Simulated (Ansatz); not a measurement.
Job for Ansatz (a program for electronic structure): U-CCSD(T)/def2-TZVPP on NiF, 2S+1 = 2, a spin state set in the input, which need not be the lowest, a point of a bond scan (R = 1.767 Å).

Ansatz 0.2 input:
```yaml
crystal:
  periodic: [false, false, false]
  atoms:
    - {symbol: Ni, position_ang: [0.00000000, 0.00000000, 0.00000000]}
    - {symbol: F, position_ang: [0.00000000, 0.00000000, 1.76709300]}
basis:
  gaussian:
    orbitals: def2-TZVPP
magnetization: {spin_polarized: true, initial_magnetization: 1}
correlation: {method: ccsd_t, electrons: valence}
output: {orbitals: {seedname: ./end}}
```

Task: What total energy does the run end on?

Result: -1607.2729 hartree (reference determinant -1606.3023, T1 diagnostic 0.029).

Task: How many basis functions does it have, and what does it roughly cost on one machine?

Result: 95 functions; around 100 core-seconds (rough).
